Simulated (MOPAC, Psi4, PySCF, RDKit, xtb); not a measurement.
Two geometries of SMILES F[SiH2][SiH2]S, singlet, relaxed at B3LYP-D3(BJ)/def2-SVP with one dihedral held; other torsions can differ between them too.

Structure A

```
9

F      2.6189    -0.2920     0.9777
Si     1.4464     0.6028     0.2739
Si    -0.5411    -0.6639     0.1595
S     -1.9679     0.4970     1.3059
H      1.9205     0.9949    -1.0833
H      1.2282     1.8203     1.1042
H     -0.3365    -2.0260     0.7337
H     -0.9938    -0.8237    -1.2549
H     -3.0269    -0.3146     1.0718
```

Structure B

```
9

F     -2.5636    -0.4609     0.9014
Si    -1.4290     0.5079     0.2315
Si     0.5914    -0.6854     0.1161
S      1.9777     0.7199    -0.7842
H     -1.8911     0.9019    -1.1284
H     -1.2831     1.7212     1.0829
H      1.0418    -1.1074     1.4747
H      0.4379    -1.9116    -0.7204
H      3.0333    -0.1279    -0.8020
```

**Question.** Which is lower in energy at the level DF-MP2 (frozen core)/cc-pVTZ // B3LYP-D3(BJ)/def2-SVP in Psi4, and by how much?

**Answer.** B is lower, by 0.62 kcal/mol (dihedral F1–Si2–Si3–S4: 120° in A, 180° in B).

E(B) − E(A) in kcal/mol at the other levels, on the same two geometries: MMFF94 // B3LYP-D3(BJ)/def2-SVP (RDKit) -1.60; PBE0/def2-TZVP // B3LYP-D3(BJ)/def2-SVP (Psi4) -0.50; PBE0-D3(BJ)/def2-TZVP // B3LYP-D3(BJ)/def2-SVP (Psi4) -0.50; PBE/def2-TZVP // B3LYP-D3(BJ)/def2-SVP (Psi4) -0.44; PBE-D3(BJ)/def2-TZVP // B3LYP-D3(BJ)/def2-SVP (Psi4) -0.43; wB97X-D/def2-TZVP // B3LYP-D3(BJ)/def2-SVP (Psi4) -0.60; HF/cc-pVTZ // B3LYP-D3(BJ)/def2-SVP (Psi4) -0.59; UFF // B3LYP-D3(BJ)/def2-SVP (RDKit) -1.67; PM3, restricted, heats of formation // B3LYP-D3(BJ)/def2-SVP (MOPAC) 0.38; PM7, restricted, heats of formation // B3LYP-D3(BJ)/def2-SVP (MOPAC) -1.22; GFN1-xTB // B3LYP-D3(BJ)/def2-SVP (xtb) -0.50; restricted B3LYP/6-31G*, spherical d // B3LYP-D3(BJ)/def2-SVP (PySCF) -0.64; restricted Hartree-Fock/6-31G*, spherical d // B3LYP-D3(BJ)/def2-SVP (PySCF) -0.73; restricted B3LYP/6-311+G**, spherical d, density fitting // B3LYP-D3(BJ)/def2-SVP (PySCF) -0.59; restricted M06-2X/6-31G*, spherical d // B3LYP-D3(BJ)/def2-SVP (PySCF) -0.56.
